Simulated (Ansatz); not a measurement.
System: sum formula H$_{2}$BO$_{3}$, charge -1, multiplicity 1. SMILES of the parent species: [O]B(O)O
Coordinates optimised at B3LYP-D3(BJ)/def2-TZVP (Ansatz, a quantum-chemistry and plane-wave program):
```
B
O 1 1.2774
O 1 1.4642 2 124.32
H 3 0.9610 1 111.23 2 162.70
O 1 1.4642 2 124.32 3 -180.00
H 5 0.9610 1 111.23 2 162.70
```
Charge -1, spin multiplicity 1.

Problem. Give the harmonic wavenumbers at B3LYP-D3(BJ)/def2-TZVP (Ansatz, finite differences of forces, unscaled).

Solution. 240, 357, 476, 480, 661, 773, 875, 1071, 1080, 1625, 3798, 3817 cm⁻¹. Zero-point energy 21.8 kcal/mol.

Problem. From these and the geometry, give the ideal-gas thermochemistry at 298.15 K and 1 atm (rigid rotor, harmonic oscillator).

Solution. Point group C2, rotational symmetry number 2. Rotational constants 10.31, 9.607, 4.987 GHz. S(trans) 38.24, S(rot) 22.61, S(vib) 5.25, S(elec, spin only) 0.00, S 66.1 cal/(mol K). H(298) - H(0) 3.42 kcal/mol; G - E(el) 5.5 kcal/mol.
